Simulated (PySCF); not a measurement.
Ca(Cl)2 cation (CaCl2), SMILES [Cl][Ca][Cl] (connectivity only; charge and spin as stated), charge +1, multiplicity 2.

Coordinates come from a PBE-D3(BJ)/def2-TZVP optimisation. The multiplicity is an assumed one; other spin states were not compared. The isomer is the one that the SMILES or the coordinates give; other isomers of the formula were not compared.

Two levels are set side by side: PBE/def2-TZVPD (PySCF) and PBE0/def2-TZVPD (PySCF). Same geometry, gas phase. Differences are taken from unrounded values.

```json
[
 {"quantity": "α-spin orbital gap (eV)", "PBE0": "6.35", "PBE": "4.25", "PBE minus PBE0": "-2.09"},
 {"quantity": "β-spin orbital gap (eV)", "PBE0": "3.57", "PBE": "1.27", "PBE minus PBE0": "-2.29"},
 {"quantity": "mean polarisability (bohr³)", "PBE0": "53.9", "PBE": "52.9", "PBE minus PBE0": "-1.0"}
]
```

Rough cost on one machine, each run with all the roots and properties that it gave: PBE0 against PBE within a factor of 2.
